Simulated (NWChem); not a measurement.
System: C3H6OSi; SMILES CC#C[SiH2]O

```xyz
11

C      3.0981     0.0098     0.0912
C      1.6422     0.0767     0.1491
C      0.4266     0.1292     0.2036
Si    -1.3928     0.2156     0.2774
O     -2.1172    -0.7208    -0.8962
H      3.5321     0.9882    -0.1473
H      3.5157    -0.3180     1.0509
H      3.4294    -0.7005    -0.6761
H     -1.8842    -0.3318     1.5619
H     -1.7842     1.6474     0.1538
H     -1.8517    -0.5376    -1.8082
```
Atoms are numbered in this order, from 1.

Computed with NWChem. Pople sets run with spherical d functions. The geometry was optimised at B3LYP/6-31G* (spherical d). Level: B3LYP/6-31G* with SMD (1 M gas to 1 M solution), gas-phase geometry. Reactions with the solvent are ignored.

Predict the results for solvent water. Quantities: solvation free energy (kcal/mol); cavity-dispersion-structure term (kcal/mol); dipole in solution (D).


| Item | Result |
|---|---|
| solvation free energy (kcal/mol) | -4.0 |
| cavity-dispersion-structure term (kcal/mol) | 4.4 |
| dipole in solution (D) | 3.66 |
